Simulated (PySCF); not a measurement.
Compound: N-methyl-di(2-propynyl)-amine, C₇H₉N.
Atom-mapped SMILES: `[CH:1]#[C:2][CH2:3][N:4]([CH3:5])[CH2:6][C:7]#[CH:8]` (hydrogens: H9 on C1; H10, H11 on C3; H12, H13, H14 on C5; H15, H16 on C6; H17 on C8)

Cartesian coordinates in Å at the GFN2-xTB level; atoms count from 1:
```
atom  x, y, z in Å
C1     3.1257   -0.9239    0.9907
C2     2.1758   -0.2850    0.6426
C3     1.0146    0.4777    0.2222
N4     0.1278   -0.3374   -0.5967
C5    -0.4932   -1.3966    0.1690
C6    -0.8399    0.4618   -1.3305
C7    -1.7513    1.2273   -0.4883
C8    -2.4499    1.8180    0.2840
H9     3.9654   -1.4742    1.2947
H10    1.3570    1.3262   -0.3798
H11    0.5046    0.8770    1.1191
H12   -1.1872   -1.0197    0.9364
H13   -1.0419   -2.0513   -0.5076
H14    0.2885   -1.9765    0.6574
H15   -0.2926    1.1516   -1.9836
H16   -1.4233   -0.2166   -1.9628
H17   -3.0872    2.3537    0.9233
```

The closed-shell SCF was solved with PySCF and density fitting under several settings on one GFN2-xTB geometry (grid level 2 and gas phase unless stated).

| settings | basis functions | SCF cycles | E (Eh) | HOMO (eV) | LUMO (eV) | dipole (D) |
| --- | --- | --- | --- | --- | --- | --- |
| PBE0/pcSseg-1 | 181 | 14 | -326.3083 | -6.65 | 0.61 | 0.61 |
| PBE0/def2-SVPD | 232 | 14 | -326.1244 | -6.68 | 0.46 | 0.61 |

Q: Estimate the rows for these settings: (1) KT3/pcSseg-1, grid level 4; (2) PBE0/def2-SVP.

A: 
| settings | basis functions | SCF cycles | E (Eh) | HOMO (eV) | LUMO (eV) | dipole (D) |
| --- | --- | --- | --- | --- | --- | --- |
| KT3/pcSseg-1, grid level 4 | 181 | 15 | -331.9977 | -5.42 | -0.36 | 0.50 |
| PBE0/def2-SVP | 157 | 14 | -326.1079 | -6.53 | 0.79 | 0.57 |

Q: Over all rows, what range does the HOMO–LUMO gap span?

A: From 5.06 eV (KT3/pcSseg-1, grid level 4) to 7.32 eV (PBE0/def2-SVP). The functional of the narrowest has no exact exchange, that of the widest 25 % exact exchange.

Q: And the dipole moment?

A: From 0.50 D to 0.61 D; the largest is 1.22 times the smallest, and the median is 0.59 D.

Q: Compare two rows with the functional PBE0: PBE0/pcSseg-1 and PBE0/def2-SVPD. Which energy is lower, and by how much?

A: PBE0/pcSseg-1 (181 functions) lies 0.1839 Eh or 115 kcal/mol below PBE0/def2-SVPD (232 functions). The smaller set gives the lower energy; the two sets aren't nested, so the variational bound doesn't order them by size.

Whole jobs, the steps after the SCF included, on one thread, Arm Neoverse V1 (aarch64), on a shared host:

| settings | work after the SCF | wall time | peak memory |
| --- | --- | --- | --- |
| PBE0/pcSseg-1 | shieldings, charges and field gradients | 25 s | 0.82 GiB |
| PBE0/def2-SVPD | 6 singlets by full TDDFT, 2 Tamm–Dancoff triplets, polarisability | 44 s | 0.95 GiB |
| KT3/pcSseg-1, grid level 4 | shieldings | 57 s | 0.68 GiB |
| PBE0/def2-SVP | shieldings | 18 s | 0.76 GiB |

Cycle counts include a coarse-grid stage where the run had one. KT3 was designed for NMR shieldings or shifts; total energies of different functionals aren't comparable.

One conformer stands for the species.
